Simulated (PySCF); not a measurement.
From one molecule to another.

First species: C3H5F3O.
SMILES: `C[C@H](F)OC(F)F`

Second species: C4H8Si.
SMILES: `[SiH2](CC#C)C`

Levels: PBE0/def2-SVPD for dipole moment, HOMO energy, LUMO energy, HOMO–LUMO gap, static isotropic polarisability and electronic spatial extent ⟨r²⟩ about the centre of nuclear charge; TDDFT PBE0/def2-SVPD for lowest singlet excitation; TDA PBE0/def2-SVPD for lowest triplet excitation (Tamm–Dancoff); GFN2-xTB for rotational constant A and rotational constant C. Geometries: GFN2-xTB. Each species is one conformer at its optimised geometry, gas phase, non-relativistic unless stated; the electronic structure was computed with PySCF and density fitting.

The conformers computed, where there is a choice (atom-mapped SMILES and torsion angles):
- `[CH3:1][C@H:2]([F:3])[O:4][CH:5]([F:6])[F:7]`: C1–C2–O4–C5 -177°, C2–O4–C5–F6 70°
- `[CH:1]#[C:2][CH2:3][SiH2:4][CH3:5]`: C2–C3–Si4–C5 59°

| property | column X | column Y |
| --- | --- | --- |
| dipole moment | 2.16 D | 0.72 D |
| HOMO energy | -9.77 eV | -7.39 eV |
| LUMO energy | 0.67 eV | 0.55 eV |
| HOMO–LUMO gap | 10.44 eV | 7.94 eV |
| lowest singlet excitation | 9.20 eV | 6.52 eV |
| lowest triplet excitation (Tamm–Dancoff) | 8.93 eV | 5.38 eV |
| static isotropic polarisability | 45.8 au | 73.4 au |
| electronic spatial extent ⟨r²⟩ about the centre of nuclear charge | 816 bohr² | 670 bohr² |
| rotational constant A | 4.981 GHz | 6.687 GHz |
| rotational constant C | 1.485 GHz | 1.943 GHz |

(1) Which column belongs to which species?

(2) How does each property change from the first species to the second?

## Answers

(1) Column X is the first species and column Y the second. The first has 12 atoms and 58 electrons, the second 13 and 46.

(2) dipole moment -1.44 D; HOMO energy +2.38 eV; LUMO energy -0.12 eV; HOMO–LUMO gap -2.50 eV; lowest singlet excitation -2.68 eV; lowest triplet excitation (Tamm–Dancoff) -3.55 eV; static isotropic polarisability +27.6 au; electronic spatial extent ⟨r²⟩ about the centre of nuclear charge -146 bohr²; rotational constant A +1.706 GHz; rotational constant C +0.458 GHz.

On the first: The vertical singlet–triplet gap S1 − T1 is 0.27 eV (TDDFT singlet less Tamm–Dancoff triplet; S1: HOMO→LUMO, weight 0.94; T1: HOMO→LUMO, weight 0.82).

On the second: S1 lies 1.42 eV below the HOMO–LUMO gap. The principal polarisabilities are 60.9, 69.5 and 89.7 au; their mean is the isotropic value.
